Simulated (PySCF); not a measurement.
Ga(H)2(PH2) (GaH4P), SMILES [PH2][GaH2].

Geometry optimised at r2SCAN-D4/def2-TZVP.

Computed with TDA-LC-ωPBE/def2-SVPD (PySCF).

Vertical excitations. Isolated molecule, no solvent. State labels are in the subgroup Cs.

Computed lowest excited states:
```json
[
 {"state": "S1", "symmetry": "A'", "energy (eV)": "4.96", "λ (nm)": "250", "f": "0.027", "main pairs": "HOMO→LUMO 87 %"},
 {"state": "S2", "symmetry": "A\"", "energy (eV)": "5.75", "λ (nm)": "216", "f": "0.000", "main pairs": "HOMO−1→LUMO 97 %"},
 {"state": "S3", "symmetry": "A\"", "energy (eV)": "6.49", "λ (nm)": "191", "f": "0.007", "main pairs": "HOMO→LUMO+3 88 %"},
 {"state": "S4", "symmetry": "A'", "energy (eV)": "6.64", "λ (nm)": "187", "f": "0.000", "main pairs": "HOMO−2→LUMO 72 %, HOMO→LUMO+2 15 %"},
 {"state": "S5", "symmetry": "A'", "energy (eV)": "6.92", "λ (nm)": "179", "f": "0.091", "main pairs": "HOMO→LUMO+1 58 %, HOMO→LUMO+2 19 %, HOMO→LUMO+6 10 %"},
 {"state": "S6", "symmetry": "A'", "energy (eV)": "7.39", "λ (nm)": "168", "f": "0.447", "main pairs": "HOMO→LUMO+2 47 %, HOMO→LUMO+4 15 %, HOMO−2→LUMO 11 %, HOMO→LUMO+1 8 %"},
 {"state": "S7", "symmetry": "A'", "energy (eV)": "8.24", "λ (nm)": "151", "f": "0.105", "main pairs": "HOMO→LUMO+4 59 %, HOMO→LUMO+1 17 %"},
 {"state": "S8", "symmetry": "A\"", "energy (eV)": "8.49", "λ (nm)": "146", "f": "0.114", "main pairs": "HOMO−2→LUMO+3 35 %, HOMO−1→LUMO+1 21 %, HOMO→LUMO+5 15 %, HOMO−1→LUMO+2 10 %"},
 {"state": "S9", "symmetry": "A\"", "energy (eV)": "8.55", "λ (nm)": "145", "f": "0.130", "main pairs": "HOMO−1→LUMO+1 43 %, HOMO−1→LUMO+2 17 %, HOMO−2→LUMO+3 16 %, HOMO→LUMO+5 13 %"},
 {"state": "S10", "symmetry": "A'", "energy (eV)": "8.59", "λ (nm)": "144", "f": "0.069", "main pairs": "HOMO−2→LUMO+1 47 %, HOMO→LUMO+6 16 %, HOMO−2→LUMO+4 15 %, HOMO−2→LUMO+6 8 %"},
 {"state": "T1", "symmetry": "A'", "energy (eV)": "4.20", "λ (nm)": "295", "f": "0", "main pairs": "HOMO→LUMO 90 %"},
 {"state": "T2", "symmetry": "A\"", "energy (eV)": "5.14", "λ (nm)": "241", "f": "0", "main pairs": "HOMO−1→LUMO 95 %"},
 {"state": "T3", "symmetry": "A\"", "energy (eV)": "5.66", "λ (nm)": "219", "f": "0", "main pairs": "HOMO→LUMO+3 77 %"},
 {"state": "T4", "symmetry": "A'", "energy (eV)": "5.89", "λ (nm)": "210", "f": "0", "main pairs": "HOMO−2→LUMO 42 %, HOMO→LUMO+2 20 %, HOMO→LUMO+6 13 %, HOMO→LUMO+1 8 %"}
]
```
Triplets are in the Tamm–Dancoff approximation.
